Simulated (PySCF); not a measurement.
## How methods differ on the ionisation energy of Mn²⁺

Mn²⁺ [Ar] 3d5 (6S) → Mn³⁺ [Ar] 3d4 (5D), as a difference of total energies. All numbers are calculated (PySCF 2.14, no relativity, point nucleus, in def2-TZVP). Correlated levels: valence: [Ar] frozen. The calculations carry no spin-orbit coupling.

| method | ionisation energy (eV) |
| --- | --- |
| UHF | 32.631 |
| LDA | 34.638 |
| M06-L | 33.743 |
| MP2 (valence) | 33.335 |
| SCS-MP2 (valence) | 32.866 |

How much does correlation contribute at MP2 (valence)?

33.335 − (32.631) = 0.704 eV, measured against UHF.

These non-relativistic numbers lack the scalar-relativistic shift.

The reference lies between the lowest fine-structure levels, while these numbers refer to the centres of the terms.

Errors of the correlated levels include the incompleteness of this basis and the frozen core.

For comparison: 33.668 ± 0.012 eV (measured; NIST Atomic Spectra Database, ionization energies).
